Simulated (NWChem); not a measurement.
# C3H5BFN; SMILES CC#CB(N)F

```xyz
11

C     -0.0538     3.0467     0.0013
C     -0.0265     1.5927    -0.0023
C     -0.0177     0.3619    -0.0031
B     -0.0143    -1.1736    -0.0008
N      1.1806    -1.9170     0.0007
F     -1.1887    -1.8506     0.0006
H     -0.2770     3.4387     1.0161
H     -0.8365     3.4358    -0.6833
H      0.9186     3.4776    -0.3169
H      1.1881    -2.9371     0.0020
H      2.1004    -1.4807     0.0003
```
Atoms are numbered in this order, from 1.

Computed with NWChem. Pople sets run with spherical d functions. Medium grid unless said otherwise, to which SCAN and Minnesota functionals are sensitive. Geometry: optimised at PBE-D3(BJ)/def2-SVP. Hybrids' shares of exact exchange are those that their runs print; pure functionals count as 0. The functionals differ in more than this share.

```csv
row,share of exact exchange,orbital gap (eV)
PBE/6-31G*,0.00,5.09
N12/6-31G*,0.00,5.12
TPSSh/6-31G*,0.10,6.14
B3LYP/6-31G*,0.20,6.83
B3PW91/6-31G*,0.20,6.86
M06/6-31G*,0.27,7.41
MN15/6-31G*,0.44,8.55
M05-2X/6-31G*,0.56,withheld
```

Problem. Fit a straight line of the last column on the one before it, predict the withheld value, and compare with the run.

Solution. 
1. Means of the 7 shown rows: x = 0.173, y = 6.571. Slope Σ(x − x̄)(y − ȳ)/Σ(x − x̄)² = 1.163/0.1473 = 7.895; intercept 5.207.
2. The shown rows scatter about the line by 0.101 (root mean square); the largest residual is +0.14, at TPSSh/6-31G*.
3. At x = 0.56 (M05-2X/6-31G*; beyond the shown range) the line gives 9.63.
4. The run gives 9.69, +0.06 from the line, 0.6 times the scatter.
